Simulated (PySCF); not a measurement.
**How methods differ on the ionisation energy of Ca**

Ca [Ar] 4s2 (1S) → Ca⁺ [Ar] 4s1 (2S), as a difference of total energies. Calculation: PySCF 2.14, in pcseg-2; the non-relativistic Hamiltonian (point nucleus). Correlated levels: valence: [Ar] frozen. The calculations carry no spin-orbit coupling.

```json
{"method": "UHF", "ionisation energy (eV)": "5.121"}
{"method": "M06-L", "ionisation energy (eV)": "6.100"}
{"method": "M06-2X", "ionisation energy (eV)": "6.254"}
{"method": "MP2 (valence)", "ionisation energy (eV)": "5.620"}
{"method": "SCS-MP2 (valence)", "ionisation energy (eV)": "5.720"}
{"method": "CCSD (valence)", "ionisation energy (eV)": "5.877"}
```

Problem. How much does correlation contribute at MP2 (valence)?

Solution. 5.620 − (5.121) = 0.499 eV, measured against UHF.

These non-relativistic numbers lack the scalar-relativistic shift.

Errors of the correlated levels include the incompleteness of this basis and the frozen core.

With two correlated electrons CCSD is exact in that space.

The coupled-cluster amplitudes are large for Ca (T1 above 0.03 or a double amplitude above 0.15), so a single reference is strained.

For comparison: 6.113 eV (measured; NIST Atomic Spectra Database, ionization energies).
